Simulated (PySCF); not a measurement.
Correlation energy of In²⁺ (indium, charge +2)

[Kr] 4d10 5s1, 2S determinant. All numbers are calculated (PySCF 2.14, scalar relativity by spin-free X2C-1e, in x2c-TZVPPall with one added diffuse shell each of s, p, d, f type (9s7p5d3f, 76 functions)). Frozen: [Ar] 3d10; 19 electrons correlated.

| level | correlation energy (mhartree) |
| --- | --- |
| CCSD | -289.83 |
| (T) | -5.17 |
| CCSD(T) | -295.00 |

Diagnostics: T1 = 0.0085, D1 = 0.0238, largest double amplitude 0.014.

Problem. Is a single reference adequate?

Solution. Yes, within this model without spin-orbit coupling: T1 lies below 0.03 and no double amplitude reaches 0.07.

This basis was not built for core-valence correlation, so the inner-shell part is incomplete.
